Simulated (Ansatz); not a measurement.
One change: `[F][Ge][F]` becomes `F[Si]F`.

Ansatz, PBE0-D4/def2-TZVP geometries, multiplicity 1. 

Scalar relativity is left out up to krypton.

| property | `[F][Ge][F]` |
| --- | --- |
| size of the dipole moment (B3LYP/def2-TZVPP) / D | 2.55 |
| LUMO energy (PBE/def2-TZVPP) / eV | -3.34 |
| HOMO–LUMO gap (PBE/def2-TZVPP) / eV | 4.29 |
| HOMO energy (B3LYP/def2-TZVPP) / eV | -8.79 |
| LUMO energy (ωB97M-V/def2-TZVPP) / eV | -0.54 |
| size of the dipole moment (ωB97M-V/def2-TZVPP) / D | 2.54 |

Q: Give the same properties after the change, and the shifts. (Estimate.)

A: Computed: 
| property | `F[Si]F` | shift |
| --- | --- | --- |
| size of the dipole moment (B3LYP/def2-TZVPP) / D | 1.17 | -1.38 |
| LUMO energy (PBE/def2-TZVPP) / eV | -2.95 | 0.39 |
| HOMO–LUMO gap (PBE/def2-TZVPP) / eV | 4.13 | -0.16 |
| HOMO energy (B3LYP/def2-TZVPP) / eV | -8.13 | 0.66 |
| LUMO energy (ωB97M-V/def2-TZVPP) / eV | -0.05 | 0.49 |
| size of the dipole moment (ωB97M-V/def2-TZVPP) / D | 1.20 | -1.34 |

With PBE0 the HOMO rises by 0.64 eV and the LUMO rises by 0.45 eV, so the gap narrows by about 0.19 eV. PBE moves the HOMO by 0.56 eV and ωB97M-V by 0.70 eV. Dipoles are sizes alone; their direction can turn.

B3LYP here is the variant with VWN-RPA as its local correlation; programs differ in this.
